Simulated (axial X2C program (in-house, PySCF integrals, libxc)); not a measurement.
SbS: properties at the nuclei

Computed with an in-house all-electron X2C program for linear molecules (integrals from PySCF): two-component X2C with atomic mean-field Coulomb and Gaunt terms, Gaussian nuclei, basis Sb dyall-cv3z, S dyall-av3z with contracted cores.

R = 2.212 Å (near the PBE0 minimum at charge 0 of the determinant lowest at the starting distance; the state shown can have its own minimum elsewhere).

Input and command:
```json
{"zs": [51, 16], "q": 0, "bas": ["dyall-cv3z", "dyall-av3z"], "r0": 2.27, "levels": ["PBE0", "HF", "TPSSh", "PBE", "BHandHLYP"], "nst": 3}
```
```bash
python soeom.py task.json out
```

Keys: zs atomic numbers; q charge; bas basis sets; r0 starting distance in Å; levels methods; nst determinants followed.

Determinant lowest in the PBE0 search, Ω = 1/2 (⟨Sz⟩ = -0.50, ⟨Lz⟩ = 1.00 at PBE0), spin on the atoms Sb -0.40, S -0.09:

```json
{"level": "PBE0", "Eeff magnitude (GV/cm)": "0.76", "Ws magnitude Sb (kHz)": "0.61", "A∥/gI Sb (MHz)": "2480", "qzz Sb (a.u.)": "-2.82", "A∥/gI S (MHz)": "414", "qzz S (a.u.)": "0.46", "μ (D)": "-2.49"}
{"level": "HF", "Eeff magnitude (GV/cm)": "1.88", "Ws magnitude Sb (kHz)": "2.16", "A∥/gI Sb (MHz)": "2010", "qzz Sb (a.u.)": "-2.44", "A∥/gI S (MHz)": "672", "qzz S (a.u.)": "0.21", "μ (D)": "-2.11"}
{"level": "TPSSh", "Eeff magnitude (GV/cm)": "0.734", "Ws magnitude Sb (kHz)": "0.601", "A∥/gI Sb (MHz)": "2440", "qzz Sb (a.u.)": "-2.48", "A∥/gI S (MHz)": "399", "qzz S (a.u.)": "0.43", "μ (D)": "-2.36"}
{"level": "PBE", "Eeff magnitude (GV/cm)": "0.9", "Ws magnitude Sb (kHz)": "0.783", "A∥/gI Sb (MHz)": "2460", "qzz Sb (a.u.)": "-2.31", "A∥/gI S (MHz)": "425", "qzz S (a.u.)": "0.39", "μ (D)": "-2.23"}
{"level": "BHandHLYP", "Eeff magnitude (GV/cm)": "0.979", "Ws magnitude Sb (kHz)": "0.832", "A∥/gI Sb (MHz)": "2370", "qzz Sb (a.u.)": "-3.17", "A∥/gI S (MHz)": "389", "qzz S (a.u.)": "0.49", "μ (D)": "-2.75"}
```

Determinant 0.29 eV from it at PBE0 and this distance, Ω = 3/2 (⟨Sz⟩ = 0.50, ⟨Lz⟩ = 1.00 at PBE0), spin on the atoms Sb 0.48, S 0.02:

```tsv
level	Eeff magnitude (GV/cm)	Ws magnitude Sb (kHz)	A∥/gI Sb (MHz)	qzz Sb (a.u.)	A∥/gI S (MHz)	qzz S (a.u.)	μ (D)
PBE0	1.16	0.511	210	-3.16	112	0.41	-2.27
HF	2.64	1	-300	-2.00	277	0.07	-1.68
TPSSh	0.997	0.445	227	-2.84	108	0.39	-2.16
PBE	0.76	0.359	230	-2.69	97.9	0.35	-2.03
BHandHLYP	1.17	0.52	276	-3.50	119	0.43	-2.51
```

Eeff is the effective electric field on the electron electric dipole moment in this Ω state and Ws the scalar–pseudoscalar constant of the nucleus named (defined with the proton number Z and per Ω); A∥ (defined per Ω) follows by multiplying with gI = μI/(I μN); qzz is the electric field gradient, eQq0 = 234.96 MHz × Q/barn × qzz; μ is positive if the S end (last atom) is positive. The operators were transformed with the bare-nucleus X2C matrices; with these basis sets, hyperfine constants and field gradients can be off by tens of per cent, and where levels differ in sign neither size nor sign is settled.

Q: With gI(121Sb) = 1.3454, Q(121Sb) = -0.543 barn, gI(33S) = 0.4292 (g factors from the IAEA table of nuclear moments by Stone; Q from Pyykkö, Mol. Phys. 2018), turn the PBE0 values of the first state into constants in MHz.

A: A∥(121Sb) = 2480 × 1.3454 = 3340 MHz; eQq0(121Sb) = 234.96 × (-0.543) × (-2.82) = 360 MHz; A∥(33S) = 414 × 0.4292 = 178 MHz.

Each state is one determinant with collinear spin. Unrestricted Hartree–Fock can overshoot spin polarisation at the nuclei. In the state Ω = 1/2 the sign of Eeff differs between levels (HF against PBE0). Where Eeff spreads by more than a factor of two the levels disagree and none is to be relied on. The search compared states at one distance, so a state with another bond length can lie lower. The sign of Ws at Sb differs between levels in the first state. Further determinants of the search, some of them spin-mixed, are not shown. Where a field gradient or hyperfine factor spreads by more than a factor of two over the levels, a constant derived from it is not to be relied on. PBE0 term energies can be off by some tenths of an eV.
